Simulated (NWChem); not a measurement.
System: C4H5FO; SMILES FC=C=COC

```xyz
11

C     -1.0841    -1.8366     0.0691
O      0.2949    -1.9104    -0.1967
C      0.9772    -0.7599    -0.1305
C      0.5031     0.4351     0.1660
C      0.1044     1.6365     0.4899
F     -0.3498     2.5319    -0.3949
H     -1.4871    -2.8502    -0.0473
H     -1.2717    -1.4776     1.0957
H     -1.5868    -1.1511    -0.6348
H      2.0373    -0.9138    -0.3637
H      0.0934     2.0379     1.5104
```
Atoms are numbered in this order, from 1.

Computed with NWChem. Pople sets run with spherical d functions. Medium grid unless said otherwise, to which SCAN and Minnesota functionals are sensitive. Structure relaxed at the PBE0/def2-SVP level.

Task: Order these by “highest occupied level (eV)”, lowest first: TPSSh/6-31G*; B3LYP/6-31G*; BHandHLYP/6-31G*; PBE/6-31G*; PW6B95/6-31G*.

Result: BHandHLYP/6-31G* (-7.91), PW6B95/6-31G* (-6.85), B3LYP/6-31G* (-6.48), TPSSh/6-31G* (-6.03), PBE/6-31G* (-5.44)
